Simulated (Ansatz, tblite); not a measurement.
Cost and result up the ladder for the cluster Ga4F5⁺ (9 atoms). Charge 1, multiplicity 1. Geometry: PBE0-D4/def2-SVP.

```xyz
9

Ga   -2.360    1.254    0.202
Ga    1.209    1.750    1.631
Ga   -0.574   -1.671    2.015
Ga    0.531   -0.410   -1.185
F    -0.638    0.493    1.424
F     1.202   -0.927   -2.681
F    -1.087    0.438   -1.258
F     0.200   -1.707    0.061
F     1.517    0.781   -0.210
```

Ansatz on 4 threads of Arm Neoverse N1 on a shared host; xTB runs through tblite on one thread. Times are rough, summed over both states, and most runs start from the orbitals of an earlier one. B2PLYP/def2-TZVP serves as the yardstick here, not as an exact answer. The other state is a quintet at its own geometry.

The xTB rows come from tblite. LC-ωPBE has ω = 0.4 bohr⁻¹. Correlated methods freeze 41 core orbitals; core or outer-core shells of Ga are correlated, in sets that lack core-valence functions. The structure comes from a short search, and lower isomers may exist.

Run but left out: GFN2-xTB (tight binding far off the other levels).

xTB has no spin-polarisation term.

```tsv
level	functions	wall time	quintet − singlet (eV)	difference from B2PLYP/def2-TZVP (eV)
GFN1-xTB	56	0.039 s	10.30	4.26
PBE-D4/def2-TZVP	347	38 s	5.94	-0.09
LC-ωPBE/def2-TZVP	347	61 s	5.15	-0.89
r2SCAN-D4/def2-TZVP	347	88 s	5.08	-0.96
PBE0-D4/def2-TZVP	347	1.7 min	5.55	-0.49
B2PLYP/def2-TZVP (with forces)	347	4.1 min	6.04	0.00
```
